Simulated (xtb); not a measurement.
C₅H₈S, SMILES C[C@H](SC)C#C. All values are semi-empirical tight-binding results from xtb (GFN2-xTB unless named), good for trends rather than for accurate numbers. Geometry optimised at GFN2-xTB. The structure was generated by enumeration; whether it is a known compound was not checked. One conformer was computed; it need not be the lowest.

Computed properties:
```json
{
 "orbital_gap": "3.98 eV",
 "zero_point_energy": "69.7 kcal/mol",
 "G − E(el) at 298.15 K (modified RRHO)": "49.3 kcal/mol",
 "static polarisability (D4 model)": "77.7 bohr³",
 "solvation energy, GFN2-xTB/ALPB(water)": "-0.8 kcal/mol",
 "solvation energy, GFN2-xTB/ALPB(methanol)": "-5.9 kcal/mol"
}
```
